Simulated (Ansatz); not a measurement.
Ansatz (a first-principles code) job for C3H3F4, SMILES F[CH]CC(F)(F)F, multiplicity 2, B3LYP-D3(BJ)/def2-SVP. 

Ansatz 0.2 input:
```yaml
crystal:
  periodic: [false, false, false]
  atoms:
    - {symbol: F, position_ang: [2.28651945, -0.80139912, -0.69466841]}
    - {symbol: C, position_ang: [1.72329251, -0.00901940, 0.22450070]}
    - {symbol: C, position_ang: [0.44486351, -0.44812865, 0.81244538]}
    - {symbol: C, position_ang: [-0.77509401, 0.15889764, 0.09849231]}
    - {symbol: F, position_ang: [-0.84985658, -0.19941328, -1.18488036]}
    - {symbol: F, position_ang: [-1.92115271, -0.22468516, 0.67900540]}
    - {symbol: F, position_ang: [-0.75490826, 1.49780084, 0.13166513]}
    - {symbol: H, position_ang: [2.07368456, 1.00685537, 0.20678273]}
    - {symbol: H, position_ang: [0.35168123, -1.53425093, 0.74301286]}
    - {symbol: H, position_ang: [0.37084526, -0.13383137, 1.85747843]}
basis:
  gaussian:
    orbitals: def2-SVP
hamiltonian:
  xc: b3lyp
  dispersion: d3bj
magnetization: {spin_polarized: true, initial_magnetization: 1}
relax: {f_tol: 0.002, max_steps: 200}
```

Log of the run:

```
WARN ansatz: RAYON_NUM_THREADS=1 ignored (pool sized by the plan → 1); use --threads N
Functional definition: B3LYP
integrals: 0.07 GiB planned
1223 factors; integrals over basis functions are off by at most 3.4e-4 eV
mean field: 0.89 GiB planned
mean field evaluation 1: about -14010.4964 eV, gradient 3.5e1 eV
mean field evaluation 2: about -14009.0215 eV, gradient 4.2e1 eV
mean field evaluation 4: about -14015.0654 eV, gradient 1.5e0 eV
mean field evaluation 8: about -14015.1172 eV, gradient 1.3e-1 eV
mean field evaluation 16: about -14015.1173 eV, gradient 1.0e-4 eV
mean field -14015.11729739 eV, -515.0460608915 hartree, gradient 2.4e-5 eV, S^2 0.753449; 0 other end points of the search recorded, 0 dependent functions left out
the calculation of the forces begins
reference -14015.11747445 eV, -515.0460673981 hartree; 29, 28 occupied and 84, 85 virtual orbitals, 1223 factors
relax step   1: F+E_penalty+E_count = -14015.40639783 eV  Δ(F+E_penalty+E_count) = +0.000e0 eV  max|allowed force component| = 6.411e-1 eV/Å  Δτ_max = 0.0000 Å  (31 SCF iters, accepted)
these checks for a lower state are left out or cut short: starts, cluster_reference, orbital_swaps, neighbouring_geometries, increment
integrals: 0.07 GiB planned
1223 factors; integrals over basis functions are off by at most 3.5e-4 eV
mean field: 0.89 GiB planned
mean field -14015.14264587 eV, -515.0469924307 hartree, gradient 1.9e-5 eV, S^2 0.753370; 0 other end points of the search recorded, 0 dependent functions left out
the calculation of the forces begins
reference -14015.14282278 eV, -515.0469989320 hartree; 29, 28 occupied and 84, 85 virtual orbitals, 1223 factors
relax step   2: F+E_penalty+E_count = -14015.43154723 eV  Δ(F+E_penalty+E_count) = -2.515e-2 eV  max|allowed force component| = 2.486e-1 eV/Å  Δτ_max = 0.0265 Å  (30 SCF iters, accepted)
these checks for a lower state are left out or cut short: starts, cluster_reference, orbital_swaps, neighbouring_geometries, increment
integrals: 0.07 GiB planned
1223 factors; integrals over basis functions are off by at most 3.5e-4 eV
mean field: 0.89 GiB planned
mean field evaluation 32: about -14015.1474 eV, gradient 1.9e-5 eV
mean field -14015.14736873 eV, -515.0471659929 hartree, gradient 1.9e-5 eV, S^2 0.753270; 0 other end points of the search recorded, 0 dependent functions left out
the calculation of the forces begins
reference -14015.14754535 eV, -515.0471724834 hartree; 29, 28 occupied and 84, 85 virtual orbitals, 1223 factors
relax step   3: F+E_penalty+E_count = -14015.43658640 eV  Δ(F+E_penalty+E_count) = -5.039e-3 eV  max|allowed force component| = 6.226e-2 eV/Å  Δτ_max = 0.0453 Å  (31 SCF iters, accepted)
these checks for a lower state are left out or cut short: starts, cluster_reference, orbital_swaps, neighbouring_geometries, increment
integrals: 0.07 GiB planned
1223 factors; integrals over basis functions are off by at most 3.5e-4 eV
mean field: 0.89 GiB planned
mean field -14015.14860746 eV, -515.0472115152 hartree, gradient 1.8e-5 eV, S^2 0.753278; 0 other end points of the search recorded, 0 dependent functions left out
the calculation of the forces begins
reference -14015.14878366 eV, -515.0472179905 hartree; 29, 28 occupied and 84, 85 virtual orbitals, 1223 factors
relax step   4: F+E_penalty+E_count = -14015.43784056 eV  Δ(F+E_penalty+E_count) = -1.254e-3 eV  max|allowed force component| = 3.939e-2 eV/Å  Δτ_max = 0.0226 Å  (32 SCF iters, accepted)
these checks for a lower state are left out or cut short: starts, cluster_reference, orbital_swaps, neighbouring_geometries, increment
integrals: 0.07 GiB planned
1223 factors; integrals over basis functions are off by at most 3.6e-4 eV
mean field: 0.89 GiB planned
mean field -14015.15032135 eV, -515.0472744997 hartree, gradient 1.7e-5 eV, S^2 0.753246; 0 other end points of the search recorded, 0 dependent functions left out
the calculation of the forces begins
reference -14015.15049682 eV, -515.0472809479 hartree; 29, 28 occupied and 84, 85 virtual orbitals, 1223 factors
relax step   5: F+E_penalty+E_count = -14015.44009247 eV  Δ(F+E_penalty+E_count) = -2.252e-3 eV  max|allowed force component| = 7.265e-2 eV/Å  Δτ_max = 0.0853 Å  (30 SCF iters, accepted)
these checks for a lower state are left out or cut short: starts, cluster_reference, orbital_swaps, neighbouring_geometries, increment
integrals: 0.07 GiB planned
1223 factors; integrals over basis functions are off by at most 3.6e-4 eV
mean field: 0.89 GiB planned
mean field -14015.15078097 eV, -515.0472913903 hartree, gradient 1.7e-5 eV, S^2 0.753228; 0 other end points of the search recorded, 0 dependent functions left out
the calculation of the forces begins
reference -14015.15095652 eV, -515.0472978414 hartree; 29, 28 occupied and 84, 85 virtual orbitals, 1223 factors
relax step   6: F+E_penalty+E_count = -14015.44084625 eV  Δ(F+E_penalty+E_count) = -7.538e-4 eV  max|allowed force component| = 3.511e-2 eV/Å  Δτ_max = 0.0409 Å  (31 SCF iters, accepted)
these checks for a lower state are left out or cut short: starts, cluster_reference, orbital_swaps, neighbouring_geometries, increment
integrals: 0.07 GiB planned
1223 factors; integrals over basis functions are off by at most 3.5e-4 eV
mean field: 0.89 GiB planned
mean field -14015.15126813 eV, -515.0473092931 hartree, gradient 1.8e-5 eV, S^2 0.753233; 0 other end points of the search recorded, 0 dependent functions left out
the calculation of the forces begins
reference -14015.15144412 eV, -515.0473157606 hartree; 29, 28 occupied and 84, 85 virtual orbitals, 1223 factors
relax step   7: F+E_penalty+E_count = -14015.44136682 eV  Δ(F+E_penalty+E_count) = -5.206e-4 eV  max|allowed force component| = 1.162e-2 eV/Å  Δτ_max = 0.0288 Å  (31 SCF iters, accepted)
these checks for a lower state are left out or cut short: starts, cluster_reference, orbital_swaps, neighbouring_geometries, increment
integrals: 0.07 GiB planned
1223 factors; integrals over basis functions are off by at most 3.5e-4 eV
mean field: 0.89 GiB planned
mean field evaluation 64: about -14015.1514 eV, gradient 1.1e-1 eV
mean field -14015.15145467 eV, -515.0473161481 hartree, gradient 1.8e-5 eV, S^2 0.753252; 0 other end points of the search recorded, 0 dependent functions left out
the calculation of the forces begins
reference -14015.15163084 eV, -515.0473226226 hartree; 29, 28 occupied and 84, 85 virtual orbitals, 1223 factors
relax step   8: F+E_penalty+E_count = -14015.44148712 eV  Δ(F+E_penalty+E_count) = -1.203e-4 eV  max|allowed force component| = 1.190e-2 eV/Å  Δτ_max = 0.0219 Å  (33 SCF iters, accepted)
these checks for a lower state are left out or cut short: starts, cluster_reference, orbital_swaps, neighbouring_geometries, increment
integrals: 0.07 GiB planned
1223 factors; integrals over basis functions are off by at most 3.5e-4 eV
mean field: 0.89 GiB planned
mean field -14015.15145271 eV, -515.0473160764 hartree, gradient 1.0e-5 eV, S^2 0.753241; 0 other end points of the search recorded, 0 dependent functions left out
the calculation of the forces begins
reference -14015.15162884 eV, -515.0473225489 hartree; 29, 28 occupied and 84, 85 virtual orbitals, 1223 factors
relax step   9: F+E_penalty+E_count = -14015.44150426 eV  Δ(F+E_penalty+E_count) = -1.715e-5 eV  max|allowed force component| = 9.049e-3 eV/Å  Δτ_max = 0.0057 Å  (26 SCF iters, accepted)
these checks for a lower state are left out or cut short: starts, cluster_reference, orbital_swaps, neighbouring_geometries, increment
integrals: 0.07 GiB planned
1223 factors; integrals over basis functions are off by at most 3.5e-4 eV
mean field: 0.89 GiB planned
mean field -14015.15144564 eV, -515.0473158166 hartree, gradient 3.4e-5 eV, S^2 0.753243; 0 other end points of the search recorded, 0 dependent functions left out
the calculation of the forces begins
reference -14015.15162177 eV, -515.0473222892 hartree; 29, 28 occupied and 84, 85 virtual orbitals, 1223 factors
relax step  10: F+E_penalty+E_count = -14015.44150812 eV  Δ(F+E_penalty+E_count) = -3.856e-6 eV  max|allowed force component| = 4.276e-4 eV/Å  Δτ_max = 0.0011 Å  (22 SCF iters, accepted)
integrals: 0.07 GiB planned
1223 factors; integrals over basis functions are off by at most 3.5e-4 eV
mean field: 0.89 GiB planned
mean field evaluation 96: about -14015.1514 eV, gradient 7.9e-5 eV
mean field -14015.15144564 eV, -515.0473158166 hartree, gradient 3.4e-5 eV, S^2 0.753243; 1 other end points of the search recorded, 0 dependent functions left out
the calculation of the forces begins
reference -14015.15162177 eV, -515.0473222892 hartree; 29, 28 occupied and 84, 85 virtual orbitals, 1223 factors
Total energy: -14015.44168425 eV, -515.0579818886 hartree
Atom 0 at     2.128584    -0.685647    -0.860148 Å, force     0.000008     0.000096     0.000187 eV/Å
Atom 1 at     1.749479    -0.039450     0.247279 Å, force    -0.000190    -0.000224    -0.000428 eV/Å
Atom 2 at     0.437926    -0.429598     0.820806 Å, force    -0.000206     0.000014     0.000061 eV/Å
Atom 3 at    -0.770431     0.139736     0.083202 Å, force     0.000193    -0.000128    -0.000106 eV/Å
Atom 4 at    -0.807142    -0.266901    -1.193597 Å, force     0.000111     0.000277     0.000203 eV/Å
Atom 5 at    -1.915825    -0.245932     0.669238 Å, force     0.000025     0.000055     0.000000 eV/Å
Atom 6 at    -0.748451     1.484453     0.080347 Å, force     0.000040    -0.000365    -0.000009 eV/Å
Atom 7 at     2.175443     0.963682     0.345968 Å, force     0.000071     0.000066    -0.000073 eV/Å
Atom 8 at     0.331851    -1.526568     0.817947 Å, force     0.000094     0.000212    -0.000024 eV/Å
Atom 9 at     0.368440    -0.080950     1.862791 Å, force    -0.000146    -0.000004     0.000188 eV/Å
Dipole moment:     0.185832    -0.006956     0.363695 e Å
```

Self-consistency was reached.
